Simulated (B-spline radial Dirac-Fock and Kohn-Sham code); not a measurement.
# K-line shifts caused by a second vacancy in I⁻

System: I⁻, configuration [Kr] 4d10 5s2 5p6, inside a Watson sphere of charge +1 and radius 2.64 Å (a model of the Madelung potential; inside it an electron's potential energy is lowered by 5.5 eV).

These are calculated numbers from a radial finite-basis atomic code; the model is Dirac-Fock (average of configuration) total-energy differences with a finite nucleus, the Breit interaction including its frequency dependence, and self-energy and vacuum-polarisation corrections. Each two-hole energy is an average over J within one jj subconfiguration, not an observable level; in light atoms, where LS coupling holds, the j-resolved values are not observed lines, and for a K spectator the Kα1 hypersatellite is nearly forbidden. Correlation and solid-state effects are left out.

Lines without a spectator: Kα2 (K-L2) 28315.0 eV, Kα1 (K-L3) 28609.9 eV, Kβ3 (K-M2) 32233.6 eV, Kβ1 (K-M3) 32290.3 eV. Shifts in eV with one spectator hole (a dash: not computed, or left out as unreliable):

```
spectator hole    Kα2     Kα1     Kβ3     Kβ1
    L2 (2p1/2)  +69.6   +88.5       –  +184.9
    L3 (2p3/2)  +66.0   +66.8  +160.7       –
    M2 (3p1/2)      –  +10.52  +23.32  +28.26
    M3 (3p3/2)  +7.41       –  +23.41  +22.91
    M4 (3d3/2)  +1.36   -1.50       –       –
    M5 (3d5/2)  -2.09   +0.07       –       –
```

Question: Where does the K-L3 hypersatellite lie, emitted when both K electrons are missing?

Answer: +642.6 eV from the normal line, at 29252.4 eV. Removing both K electrons costs 67207.9 eV, which is 862.5 eV more than twice the K binding energy.

With n spectator holes in 2p, averaged over the 2p shell (energies in eV):

```tsv
n	KαLⁿ	step	hypersatellite KαʰLⁿ
0	28511.6	–	29146.6
1	28584.1	+72.6	29220.7
2	28658.0	+73.9	29296.1
3	28733.2	+75.2	29372.8
4	28809.6	+76.5	29450.8
5	28887.4	+77.8	29530.1
```
